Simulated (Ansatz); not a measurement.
Calculated with Ansatz (gas phase, PBE0-D4/def2-TZVP geometries, no zero-point term in ΔE). CCSD(T)/CBS is the MP2 limit (def2-TZVPP, def2-QZVPP) plus CCSD(T) − MP2 in def2-TZVPP, frozen cores. DFT in def2-TZVPP. def2 core potentials past Kr. For Ge, In outer-core shells are correlated without core-valence functions, which leaves a few kJ/mol of doubt a bond. Scalar relativity is left out up to krypton. One conformer a species, not always the lowest.

Reaction (redistribution): `[NH2][Ge][OH]` + `[CH3][In]([OH])[F]` → `[OH][Ge][F]` + `[CH3][In]([NH2])[OH]`

```csv
level,ΔE (kJ/mol)
ωB97M-V,-13.5
PBE0,-8.7
HF/def2-TZVPP,-6.8
MP2/CBS(def2),-12.0
```

**Question.** What does CCSD(T)/CBS give? (An estimate is asked.)

**Answer.** Computed: -10.8 kJ/mol. The listed levels differ from it by -2.7, 2.1, 4.0, -1.2 kJ/mol.

Largest T1 diagnostic among the species: 0.016.

In def2-TZVPP, CCSD(T) changes the Hartree–Fock value by −5.5 kJ/mol (the triples alone add −0.1 kJ/mol) and MP2 by −6.7 kJ/mol. At CCSD(T), def2-SVP lies +5.4 kJ/mol from the extrapolated value and def2-TZVPP −1.5 kJ/mol. Leaving LDA and LC-ωPBE aside and taking each functional with its dispersion term where it has one, the values, not all of them listed here, spread over 7.9 kJ/mol, from ωB97M-V to revPBE-D4. LDA lies −3.8 kJ/mol from PBE without D4.
